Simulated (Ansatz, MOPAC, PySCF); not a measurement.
Noncovalent pair: CH4 (SMILES C) (first 5 atoms) with CH6Si (SMILES C[SiH3]); geometry from B3LYP-D3(BJ)/def2-TZVP, rigid monomers moved along the line of their centres of mass till C1···Si7 is 4.50 Å.
(charge 0, multiplicity 1):
```xyz
13

C     -0.0874     0.0124     0.3210
H     -0.3336    -0.4011    -0.6560
H      0.5725    -0.6746     0.8487
H      0.4121     0.9719     0.1923
H     -1.0019     0.1511     0.8959
C      0.6028     1.1373     4.5637
Si    -0.2004    -0.5428     4.7868
H      0.6899     1.3883     3.5058
H      1.6036     1.1497     4.9991
H      0.0134     1.9167     5.0501
H     -1.5616    -0.5567     4.1983
H     -0.3143    -0.8776     6.2278
H      0.6027    -1.6007     4.1269
```

Monomers are frozen at their geometry in the pair; levels with a basis set take the counterpoise correction. Rows marked so take none.

Frozen-core correlation. Rows in 6-311+G**, 6-31G*, STO-3G carry no dispersion term and start afresh at each structure (6-31G* with six Cartesian d functions). MP2/6-31G* freezes PySCF's default core. The state that AM1, PM6 reach isn't checked.

Codes used: Ansatz (an electronic-structure program); MOPAC for AM1, PM6 (differences of heats of formation); PySCF for 6-311+G** rows, 6-31G* rows, STO-3G rows, the dispersion terms. Values without a source in brackets are computed.

Other levels give for the interaction energy: PBE/def2-TZVPPD -0.33; B3LYP/def2-TZVPPD 0.16; B3LYP-D3(BJ)/def2-TZVPPD -0.73; wB97M-V/def2-TZVPPD -0.65; CCSD(T)/aug-cc-pV(D+d)Z -0.64 kcal/mol.

What do these common cheap choices give for the same quantity: AM1, PM6, HF/STO-3G (no counterpoise), HF/6-31G*, HF/6-31G* (no counterpoise), B3LYP/6-311+G** (no counterpoise), M06-2X/6-31G* (no counterpoise), MP2/6-31G* (no counterpoise)?

AM1 0.07; PM6 -0.13; HF/STO-3G (no counterpoise) 0.00; HF/6-31G* 0.06; HF/6-31G* (no counterpoise) -0.07; B3LYP/6-311+G** (no counterpoise) 0.15; M06-2X/6-31G* (no counterpoise) -0.73; MP2/6-31G* (no counterpoise) -0.57 kcal/mol. They span -0.73 to 0.15 kcal/mol.
